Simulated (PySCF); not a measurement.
**Fine-structure interval along the 9-electron series**

Calculated with PySCF 2.14 and a two-component X2C-1e Hamiltonian (Gaussian nucleus, no Breit or QED terms), each ion in its own even-tempered basis scaled to its charge; GMP2 freezes nothing and drops the highest virtual spinors. Values in cm⁻¹.

```csv
ion,configuration,GHF (screened spin-orbit),GMP2 (screened spin-orbit),GHF (bare spin-orbit)
Xe⁴⁵⁺,[He] 2s2 2p5,2743200,2744200,2854600
Ba⁴⁷⁺,[He] 2s2 2p5,3223800,3224900,3350400
```

(1) Fill in the row of Cs⁴⁶⁺.

## Answers

(1) configuration: [He] 2s2 2p5; GHF (screened spin-orbit): 2975900; GMP2 (screened spin-orbit): 2976900; GHF (bare spin-orbit): 3094700.
